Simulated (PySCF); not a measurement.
Computed shifts of a molecule C2H6ClFSi2, KT2/pcSseg-1 run with PySCF, GIAO, gas phase, equivalent atoms averaged, in ppm (number of nuclei): ¹⁹F: -207.6 (1). ¹³C: 94.5 (1), 26.6 (1). ²⁹Si: 30.3 (1), -76.0 (1). ¹H: 6.50 (1), 5.31 (1), 4.38 (1), 4.22 (1), 2.66 (2). References: ¹⁹F against CFCl3 (σ = 127.1 ppm); ¹³C against TMS (σ = 185.1 ppm); ²⁹Si against TMS (σ = 361.9 ppm); ³⁵Cl against HCl (σ = 945.4 ppm); ¹H against TMS (σ = 31.47 ppm), references at their B3LYP-D3(BJ)/def2-TZVP geometries, non-relativistic (without spin–orbit terms, shifts of atoms bonded to Cl or Br come out too high). Geometry: B3LYP-D3(BJ)/def2-SVP. Other conformers were not sampled.

Q: Pick the molecule that these values belong to.
A. C=C([SiH3])[Si@H](F)Cl
B. F[C@H]1C[SiH2][Si@H]1Cl
C. F[SiH2]/C=C(/[SiH3])Cl
D. F/C(Cl)=C\[SiH2][SiH3]

A: B, F[C@H]1C[SiH2][Si@H]1Cl
